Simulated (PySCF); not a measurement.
Compound: C6H13NO.
Numbering: `[CH3:1][CH2:2][CH2:3][C:4](=[O:5])[N:6]([CH3:7])[CH3:8]` (hydrogens: H9, H10, H11 on C1; H12, H13 on C2; H14, H15 on C3; H16, H17, H18 on C7; H19, H20, H21 on C8)

The same species was optimised twice, with GFN2-xTB and with PBE0-D3(BJ)/def2-SVP (PySCF), and the same property calculations (PySCF, gas phase) were run on both structures.

| coordinate | GFN2-xTB | PBE0-D3(BJ)/def2-SVP | change |
| --- | --- | --- | --- |
| C4–N6 (Å) | 1.358 | 1.371 | +0.013 |
| C2–C3 (Å) | 1.526 | 1.519 | -0.007 |
| N6–C7 (Å) | 1.446 | 1.442 | -0.004 |
| C1–C2 (Å) | 1.522 | 1.519 | -0.003 |
| N6–C8 (Å) | 1.443 | 1.440 | -0.003 |
| C4=O5 (Å) | 1.216 | 1.218 | +0.002 |
| C3–C4 (Å) | 1.519 | 1.520 | +0.001 |
| C3–C4–O5 (°) | 122.5 | 121.0 | -1.5 |
| C3–C4–N6 (°) | 115.7 | 117.0 | +1.3 |
| C2–C3–C4 (°) | 111.1 | 112.4 | +1.3 |
| C1–C2–C3 (°) | 111.7 | 112.8 | +1.1 |
| C4–N6–C7 (°) | 119.2 | 118.7 | -0.5 |
| O5–C4–N6 (°) | 121.8 | 122.0 | +0.2 |
| C7–N6–C8 (°) | 116.5 | 116.6 | +0.1 |
| C4–N6–C8 (°) | 124.1 | 124.1 | 0.0 |
| C1–C2–C3–C4 (°) | -179 | 180 | -1 |
| C2–C3–C4–O5 (°) | 5 | 1 | -4 |
| C3–C4–N6–C7 (°) | 177 | 176 | -1 |

Rotational constants: A = 4202, B = 1082, C = 885.1 MHz (GFN2-xTB) against A = 4210, B = 1068, C = 875.4 MHz (PBE0-D3(BJ)/def2-SVP).

On the GFN2-xTB structure: HOMO (eV) -6.81 [PBE0/pcSseg-1]; LUMO (eV) 1.00 [PBE0/pcSseg-1]; dipole (D) 3.75 [PBE0/pcSseg-1]; GIAO shielding of C1 (ppm) 170.8 [PBE0/pcSseg-1]; GIAO shielding of C2 (ppm) 164.2 [PBE0/pcSseg-1]; GIAO shielding of C3 (ppm) 147.4 [PBE0/pcSseg-1]; GIAO shielding of C4 (ppm) 13.0 [PBE0/pcSseg-1]; GIAO shielding of O5 (ppm) -76.5 [PBE0/pcSseg-1]; GIAO shielding of N6 (ppm) 153.5 [PBE0/pcSseg-1]; GIAO shielding of C7/C8 (mean) (ppm) 150.7 [PBE0/pcSseg-1].

Task: What do these properties become on the PBE0-D3(BJ)/def2-SVP structure?

Result: 
```json
{"property": "HOMO (eV)", "level": "PBE0/pcSseg-1", "on GFN2-xTB": "-6.81", "on PBE0-D3(BJ)/def2-SVP": "-6.84", "change": "-0.03"}
{"property": "LUMO (eV)", "level": "PBE0/pcSseg-1", "on GFN2-xTB": "1.00", "on PBE0-D3(BJ)/def2-SVP": "0.88", "change": "-0.12"}
{"property": "dipole (D)", "level": "PBE0/pcSseg-1", "on GFN2-xTB": "3.75", "on PBE0-D3(BJ)/def2-SVP": "3.64", "change": "-0.11"}
{"property": "energy, GFN2-xTB geometry as zero (kcal/mol)", "level": "PBE0/pcSseg-1", "on GFN2-xTB": "0.0", "on PBE0-D3(BJ)/def2-SVP": "-0.8", "change": "-0.8"}
{"property": "GIAO shielding of C1 (ppm)", "level": "PBE0/pcSseg-1", "on GFN2-xTB": "170.8", "on PBE0-D3(BJ)/def2-SVP": "168.9", "change": "-1.9"}
{"property": "GIAO shielding of C2 (ppm)", "level": "PBE0/pcSseg-1", "on GFN2-xTB": "164.2", "on PBE0-D3(BJ)/def2-SVP": "163.7", "change": "-0.5"}
{"property": "GIAO shielding of C3 (ppm)", "level": "PBE0/pcSseg-1", "on GFN2-xTB": "147.4", "on PBE0-D3(BJ)/def2-SVP": "146.4", "change": "-1.0"}
{"property": "GIAO shielding of C4 (ppm)", "level": "PBE0/pcSseg-1", "on GFN2-xTB": "13.0", "on PBE0-D3(BJ)/def2-SVP": "11.7", "change": "-1.3"}
{"property": "GIAO shielding of O5 (ppm)", "level": "PBE0/pcSseg-1", "on GFN2-xTB": "-76.5", "on PBE0-D3(BJ)/def2-SVP": "-87.0", "change": "-10.5"}
{"property": "GIAO shielding of N6 (ppm)", "level": "PBE0/pcSseg-1", "on GFN2-xTB": "153.5", "on PBE0-D3(BJ)/def2-SVP": "149.7", "change": "-3.8"}
{"property": "GIAO shielding of C7/C8 (mean) (ppm)", "level": "PBE0/pcSseg-1", "on GFN2-xTB": "150.7", "on PBE0-D3(BJ)/def2-SVP": "150.0", "change": "-0.7"}
```

The heavy atoms differ by 0.028 Å rms after alignment. Among bonds between heavy atoms C4–N6 changes most (+0.013 Å). Changes are differences of the printed values. Neither structure is proved a minimum here.

Conformer computed: `[CH3:1][CH2:2][CH2:3][C:4](=[O:5])[N:6]([CH3:7])[CH3:8]`: C1–C2–C3–C4 180°, C2–C3–C4–O5 1°, C3–C4–N6–C7 176°.
